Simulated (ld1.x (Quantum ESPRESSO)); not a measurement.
# Transferability test, TM potential for Pm

Pm, norm-conserving Troullier–Martins (Kleinman–Bylander form), made with ld1.x (Quantum ESPRESSO) 7.5 (LDA (PZ), scalar-relativistic). Core [Kr] 4d10, reference 4f5 5s2 5p6 5d0 6s1 6p0 (charge +1). Waves: 5s (bound): rc 2.44 bohr; 5p (bound): rc 1.64 bohr; 5d (bound, empty): rc 2.50 bohr; 4f (bound): rc 1.10 bohr. Local part: all-electron potential smoothed inside 1.96 bohr (lloc = -1). Core correction: none.

Occupied shells without a wave of their own: 6s. They enter only through the test configuration that unscreens the potential.

Energies are relative to the spin-unpolarised reference configuration 4f5 5s2 5p6 5d0 6s1 6p0; without spin polarisation the order of configurations can differ from experiment. Spin-polarised rows fill each open shell by Hund’s rule, majority spin first. Not all tests gave a result: 3 of 9 tests not solved or not reliable. Left out of the table: 4f5 5s2 5p6 5d0 6s2 6p0 (solver errors, printed error +556 meV); 4f5 5s2 5p6 5d0 6s1 6p1 (solver errors, printed error -1.7 eV); 4f5 5s2 5p6 5d0 6s2 6p0 (spin-polarised) (solver errors, printed error -1776 eV).

| valence configuration | charge | ΔE all-electron (eV) | error AE − PS (meV) |
| --- | --- | --- | --- |
| 4f5 5s2 5p6 5d0 6s0 6p0 | +2 | 11.144 | -1076 |
| 4f4 5s2 5p6 5d1 6s1 6p0 | +1 | 2.979 | +124 |
| 4f5 5s2 5p6 5d1 6s0 6p0 | +1 | 1.262 | -700 |
| 4f5 5s2 5p6 5d0 6s1 6p0 (spin-polarised) | +1 | -4.062 | +8343 |

Question: What are ΔE and the potential's error for 4f4 5s2 5p6 5d0 6s0 6p0?

Answer: ΔE = 34.651 eV all-electron; the error (AE − PS) is -2152 meV.

Question: What are ΔE and the potential's error for 4f5 5s2 5p6 5d0 6s1.5 6p0?

Answer: ΔE = -3.649 eV all-electron; the error (AE − PS) is +324 meV.

These tests converged, but a pseudo level misses the all-electron one widely, so the file describes the atom poorly there or has found another state: 4f4 5s2 5p6 5d0 6s0 6p0: empty 6s by 3.9 eV; 4f5 5s2 5p6 5d1 6s0 6p0: empty 6p by 3.0 eV. The 6s level has no wave, so the channel is fitted at the deeper level alone: the likely source of the large errors.

The potential misses its own reference levels by up to 0.8 eV.
